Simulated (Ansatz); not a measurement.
Consider the substitution at a C–C bond: `NCC[CH2][AlH2]` + HI → `[AlH2][CH2]CI` + CH₃NH₂.

Calculated with Ansatz (gas phase, PBE0-D4/def2-TZVP geometries, no zero-point term in ΔE). CCSD(T)/CBS is the MP2 limit (def2-TZVPP, def2-QZVPP) plus CCSD(T) − MP2 in def2-TZVPP, frozen cores. Functionals use def2-TZVPP. B3LYP here is the variant with VWN-RPA as its local correlation; programs differ in this. Elements past krypton have def2 core potentials. For I outer-core shells are correlated without core-valence functions, which leaves a few kJ/mol of doubt a bond. One conformer a species, not always the lowest.

```
             level  ΔE (kcal/mol)  difference from CCSD(T)/CBS
            PBE-D4            0.9                          1.4
         r2SCAN-D4            1.3                          1.8
           PBE0-D4            1.6                          2.1
          B3LYP-D4           -0.4                          0.1
           ωB97X-V            1.9                          2.4
           ωB97M-V            2.0                          2.5
            B2PLYP           -0.9                         -0.4
               PBE            0.2                          0.7
            r2SCAN            0.9                          1.4
              PBE0            0.9                          1.4
             B3LYP           -1.4                         -0.9
     HF/def2-TZVPP           -1.0                         -0.5
    MP2/def2-TZVPP           -0.3                          0.2
SCS-MP2/def2-TZVPP           -0.6                         -0.1
   CCSD/def2-TZVPP            1.3                          1.8
CCSD(T)/def2-TZVPP            1.1                          1.6
     HF/def2-QZVPP           -1.1                         -0.6
    MP2/def2-QZVPP           -1.2                         -0.7
SCS-MP2/def2-QZVPP           -1.4                         -0.9
      HF/CBS(def2)           -1.1                         -0.6
     MP2/CBS(def2)           -1.8                         -1.3
    CCSD/CBS(def2)           -0.3                          0.2
       CCSD(T)/CBS           -0.5                            0
```

Largest T1 diagnostic among the species: 0.010.

The D4 term adds +1.0 kcal/mol with B3LYP and +0.6 kcal/mol with PBE0; it sums over pairs of atoms, weighted by their polarisabilities, and B3LYP, whose exchange is more repulsive, gets the larger term. From PBE to PBE0 (25 % exact exchange), in def2-TZVPP and without D4, ΔE moves by +0.7 kcal/mol.
